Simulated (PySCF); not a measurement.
SMILES [F][In]([Cl])[Cl], PBE0/def2-SVP optimised geometry. Atoms within 1.6 Å of the plane z = 0.0 Å (x, y, z in Å): In1 (-0.52, 0.11, 0.00), F2 (-1.44, 1.82, 0.00), Cl3 (1.80, 0.11, 0.00), Cl4 (-1.80, -1.82, -0.01).

Computed with PBE0/def2-TZVP, def2 effective core potentials past Kr run with PySCF. The core electrons that the potentials of In replace are not part of the density. Cells within 0.4 Å of a nucleus heavier than hydrogen are left out (blank, or x).

Map of the log10 of the electron density (e/bohr³), floored at −4 on the plane z = 0.0 Å:

```
|000000000000000000000000000|
|000000011110000000000000000|
|000001122221100000000000000|
|000012334433210000000000000|
|000123455554321000000000000|
|000134567765432111111000000|
|00023568xx76432222222211000|
|00124578xx86543333333321100|
|00123568xx76544344444432100|
|000234677776554455665543210|
|000134566677765566776654320|
|000123456789986667777764321|
|00012345679xx97677xx8765321|
|00122345689xx97677xxx765321|
|012234456799986667787764321|
|012345566678776566777654321|
|123456666666655555666543210|
|123466777765544444555433210|
|1245678xx765543333443322100|
|124567xxx775433222222211000|
|1235677x8765432111111100000|
|123456777765432100000000000|
|012345666654321000000000000|
|012334555543221000000000000|
|001223344332210000000000000|
|000112222221100000000000000|
|000001111110000000000000000|
```
Scale: ten equal steps from -4.00 (start of '0') to 0.436 (end of '9'), in the order '0123456789'; x runs from -4.00 to 4.00, y from -4.00 (bottom) to 4.00 (top).
